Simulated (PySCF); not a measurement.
Species: C5H4F4O2.
SMILES: `O=C1[C@@H](CF)O[C@@H]1C(F)(F)F`

Torsions of this conformer, `[O:1]=[C:2]1[C@@H:3]([CH2:4][F:5])[O:6][C@@H:7]1[C:8]([F:9])([F:10])[F:11]`: C2–C3–C4–F5 41°, O6–C7–C8–F9 -176°.

The closed-shell ground state was solved at several levels (PySCF, density fitting, gas phase, non-relativistic). One conformer (not necessarily the lowest) at the PBE0-D3(BJ)/def2-SVP geometry, without solvent, vibrations or thermal averaging.

```json
{"level": "wB97X-D/pcSseg-2", "basis functions": "452", "total energy (Eh)": "-742.8004", "HOMO (eV)": "-10.22", "LUMO (eV)": "0.16", "gap (eV)": "10.38", "dipole (D)": "2.70"}
{"level": "B3LYP/pcJ-1", "basis functions": "337", "total energy (Eh)": "-742.7209", "HOMO (eV)": "-8.11", "LUMO (eV)": "-1.93", "gap (eV)": "6.18", "dipole (D)": "2.62"}
{"level": "wB97X-D/def2-SVPD", "basis functions": "270", "total energy (Eh)": "-741.9802", "HOMO (eV)": "-10.35", "LUMO (eV)": "0.04", "gap (eV)": "10.39", "dipole (D)": "2.74"}
```

Problem. What might PBE0/pcSseg-1 (207 basis functions) give for the same quantities?

Solution. Total energy -741.9015 Eh, HOMO -8.36 eV, LUMO -1.69 eV, gap 6.67 eV, dipole 2.63 D.

Problem. How far do the dipole and the HOMO energy spread over the levels?

Solution. The dipole runs from 2.62 to 2.74 D (mean 2.67 D) and the HOMO from -10.35 to -8.11 eV.

wB97X-D is run here without its empirical dispersion term; that term would change no orbital, density or response property at a fixed geometry.
